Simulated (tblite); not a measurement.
Species: C4H3ClNSe (doublet state).
SMILES with atom numbers: `[CH3:1][c:2]1[se:3][n:4][c:5][c:6]1[Cl:7]` (hydrogens: H8, H9, H10 on C1)
Bond orders are those of one Lewis drawing.

Computed with GFN2-xTB (tblite), gas phase: L-BFGS steps from a force-field or distance-geometry start until the largest atomic force falls under 0.01 eV/Å.

Step 11: E = -561.5191 eV
```
atom  x, y, z in Å  |  force x, y, z in eV/Å
C1     -1.4605   -0.2354    0.0633    0.035   0.018  -0.003
C2      0.0256   -0.2565   -0.0019   -0.004   0.007  -0.004
Se3     1.0364   -1.8499   -0.0040   -0.027   0.022  -0.004
N4      2.5719   -0.7310   -0.0968    0.012  -0.033   0.006
C5      2.1928    0.4393   -0.1067    0.021   0.026   0.008
C6      0.8504    0.8431   -0.0581   -0.033  -0.010  -0.006
Cl7     0.3034    2.4691   -0.0722   -0.010  -0.035   0.001
H8     -1.8837   -1.0803   -0.4784    0.023   0.028   0.019
H9     -1.8289    0.6940   -0.3674   -0.034  -0.016   0.000
H10    -1.7984   -0.2879    1.0997    0.016  -0.007  -0.016
```

Step 12: E = -561.5193 eV
```
atom  x, y, z in Å  |  force x, y, z in eV/Å
C1     -1.4595   -0.2342    0.0635    0.011   0.007  -0.005
C2      0.0257   -0.2561   -0.0024   -0.006   0.005  -0.001
Se3     1.0356   -1.8490   -0.0041   -0.025  -0.002  -0.005
N4      2.5716   -0.7319   -0.0967    0.001  -0.018   0.008
C5      2.1922    0.4385   -0.1061    0.039   0.034   0.002
C6      0.8500    0.8433   -0.0585   -0.008  -0.012  -0.003
Cl7     0.3023    2.4682   -0.0722   -0.010  -0.018   0.000
H8     -1.8818   -1.0792   -0.4775    0.011   0.011   0.006
H9     -1.8299    0.6939   -0.3682   -0.028  -0.012   0.009
H10    -1.7972   -0.2889    1.0997    0.014   0.005  -0.011
```

**Question.** Estimate the geometry and energy of step 13. (The exact step hangs on the optimiser's Hessian estimate; all steps are aligned on step 12, rigid shifts and turns removed.)

**Answer.** E = -561.5195 eV, largest force 0.038 eV/Å
```
atom  x, y, z in Å  |  force x, y, z in eV/Å
C1     -1.4588   -0.2335    0.0635   -0.006   0.001  -0.004
C2      0.0257   -0.2558   -0.0027   -0.001   0.004  -0.002
Se3     1.0347   -1.8484   -0.0043   -0.015  -0.012  -0.005
N4      2.5713   -0.7324   -0.0964   -0.007  -0.001   0.009
C5      2.1924    0.4385   -0.1057    0.033   0.019   0.000
C6      0.8498    0.8431   -0.0587    0.017  -0.007  -0.002
Cl7     0.3015    2.4673   -0.0722   -0.011  -0.007  -0.001
H8     -1.8806   -1.0785   -0.4770    0.003  -0.003  -0.003
H9     -1.8308    0.6936   -0.3685   -0.024  -0.004   0.010
H10    -1.7962   -0.2893    1.0995    0.011   0.009  -0.003
```

The energy changes by -0.0001 eV. The first-order estimate −F·Δx gives -0.0001 eV and the mean of the old and new forces, exact on a quadratic surface, -0.0001 eV. The step makes an angle of 51° with the force vector and moves no atom by more than 0.001 Å.

The cost below is that of the whole relaxation. The run took 0.2 s wall on one thread, Arm Neoverse N1 (aarch64), on a shared host.
